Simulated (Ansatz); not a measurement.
Mulliken charges of FH$_{5}$O$_{2}$Si$_{2}$ (`O[SiH2]O[SiH2]F`) from ωB97M-V/def2-TZVPP in Ansatz (PBE0-D4/def2-TZVP geometry).

```
atom   x (Å)   y (Å)   z (Å)  charge (e)
  O1  -2.158  -0.579  -0.846      -0.375
 Si2  -1.043  -0.765   0.336       0.488
  O3   0.120   0.382   0.240      -0.369
 Si4   1.640   0.778  -0.147       0.577
  F5   2.523   0.804   1.179      -0.312
  H6  -2.774   0.152  -0.783       0.178
  H7  -0.447  -2.099   0.112      -0.037
  H8  -1.662  -0.628   1.675      -0.053
  H9   2.231  -0.236  -1.048      -0.048
 H10   1.654   2.140  -0.716      -0.048
```

**Question.** By hand: the dipole of these point charges (1 e Å = 4.8032 D).

**Answer.** Σ q r = (-0.161, -0.052, -0.208) e Å, of length 0.268 e Å = 1.29 D.

**Question.** How does the dipole of the full density compare? (Best estimate.)

**Answer.** Computed: (-0.282, 0.141, -0.120) e Å, 1.62 D; the point charges give 0.80 times that, at 46° from its direction.

Point charges leave out the atoms' own dipoles, such as those of lone pairs, and Mulliken's split depends on the basis, so the two needn't agree.
